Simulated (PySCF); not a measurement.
Nuclear quadrupole coupling in `C[SiH2][Si@@H](C)[SiH2]N`

Species: C2H13NSi3.
Geometry (GFN2-xTB, Å), atoms numbered from 1 in this order:
```
atom  x, y, z in Å
C1    -1.550   -2.072    0.249
Si2   -1.890   -0.279   -0.279
Si3    0.128    0.804   -0.713
C4    -0.147    2.687   -0.579
Si5    1.958    0.262    0.606
N6     1.942   -1.465    0.700
H7    -2.458   -2.580    0.561
H8    -1.120   -2.646   -0.567
H9    -0.849   -2.109    1.077
H10   -2.826   -0.335   -1.416
H11   -2.664    0.356    0.803
H12    0.482    0.590   -2.141
H13   -0.439    2.972    0.428
H14    0.755    3.240   -0.825
H15   -0.929    3.022   -1.253
H16    3.251    0.809    0.140
H17    1.859    0.663    2.016
H18    1.910   -1.996   -0.156
H19    2.578   -1.914    1.339
```

Field gradients from the PBE0/pcSseg-1 density (PySCF, non-relativistic), principal values in atomic units, ordered |Vxx| ≤ |Vyy| ≤ |Vzz|:

```json
{"atom": "N6", "Vxx": "0.3241", "Vyy": "0.6097", "Vzz": "-0.9338"}
```

Question: Find the asymmetry η = (Vxx − Vyy)/Vzz and the couplings χ = eQV/h (234.96 MHz × Q in barn × V in au), with Q(14N) = 0.02044 b.

Answer: 
```
atom             environment  nucleus     η  χzz (MHz)  χxx (MHz)  χyy (MHz)
  N6  silicon-bound nitrogen      14N  0.31     -4.485      1.557      2.928
```

Question: What is Vzz at N6 in SI units (1 au = 9.71736 × 10²¹ V/m²)?

Answer: -0.9338 au = -9.074 × 10²¹ V/m².

Question: And the gradient at the other heavy atoms, for which no coupling is worked out here?

Answer: 
| atom | environment | Vzz (au) | η |
| --- | --- | --- | --- |
| C1 | Si-methyl carbon | -0.031 | 0.91 |
| Si2 | SiH2 silicon | 0.029 | 0.59 |
| Si3 | SiH silicon | 0.061 | 0.45 |
| C4 | Si-methyl carbon | -0.020 | 0.08 |
| Si5 | SiH2 silicon | 0.256 | 0.30 |

Question: What couplings would deuterons (Q(2H) = 0.00286 b) have in place of the hydrogens, at this geometry?

Answer: 
| atom | bonded to | bond length (Å) | Vzz (au) | η | χzz (kHz) |
| --- | --- | --- | --- | --- | --- |
| H7 | C1 | 1.086 | 0.3267 | 0.01 | 220 |
| H8 | C1 | 1.086 | 0.3261 | 0.01 | 219 |
| H9 | C1 | 1.086 | 0.3198 | 0.01 | 215 |
| H10 | Si2 | 1.474 | 0.1577 | 0.01 | 106 |
| H11 | Si2 | 1.474 | 0.1580 | 0.01 | 106 |
| H12 | Si3 | 1.487 | 0.1507 | 0.01 | 101 |
| H13 | C4 | 1.087 | 0.3234 | 0.01 | 217 |
| H14 | C4 | 1.086 | 0.3251 | 0.01 | 218 |
| H15 | C4 | 1.086 | 0.3259 | 0.01 | 219 |
| H16 | Si5 | 1.479 | 0.1507 | 0.03 | 101 |
| H17 | Si5 | 1.469 | 0.1595 | 0.03 | 107 |
| H18 | N6 | 1.007 | 0.4294 | 0.17 | 289 |
| H19 | N6 | 1.007 | 0.4292 | 0.16 | 288 |

The structure is a single GFN2-xTB conformer in the gas phase; no vibrational or solvent corrections. GFN2-xTB bond lengths can be off by several hundredths of an ångström, more for odd bonds, and the gradients follow them. The small basis limits the accuracy of the gradients.
